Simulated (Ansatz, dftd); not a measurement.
Reaction: CHCl2F (SMILES ClC(F)Cl) → CHClF (SMILES F[CH]Cl, doublet) + Cl (doublet) (the C-Cl bond breaks)
Each species at its own B3LYP-D3(BJ)/def2-TZVP minimum (Ansatz, a program for electronic structure).

Wanted: bond dissociation energy (electronic), in kcal/mol. UHF or UKS for unpaired electrons; spin-orbit terms are left out. Cores are frozen in correlated methods. Rows without X2C or -DK are non-relativistic. CBS(X,Y): correlation extrapolated as X^-3, Hartree-Fock from the larger set (Q,5: extrapolated as (X+1)exp(-9√X)). A bracket is a step between two methods taken in the basis named. Functionals run without relativity, which enters their misses. 'core' is core correlation in cc-pwCVTZ (1s frozen past Ne), 'X2C' scalar relativity in cc-pVTZ-DK, both at CCSD(T).

Compared with CCSD(T)/CBS(cc-pV(Q+d)Z,cc-pV(5+d)Z) + [CCSDT(Q) - CCSD(T)]/cc-pV(D+d)Z + core + X2C (Ansatz).

Question: Rank these levels by how close they come to it, closest first: PBE-D4/def2-TZVPD (Ansatz + dftd4); PBE0/def2-TZVPD (Ansatz); MP2/CBS(cc-pV(T+d)Z,cc-pV(Q+d)Z) (Ansatz).

Answer: PBE-D4/def2-TZVPD (83.9 kcal/mol, difference 0.4), PBE0/def2-TZVPD (79.9 kcal/mol, difference -3.6), MP2/CBS(cc-pV(T+d)Z,cc-pV(Q+d)Z) (89.9 kcal/mol, difference 6.4)
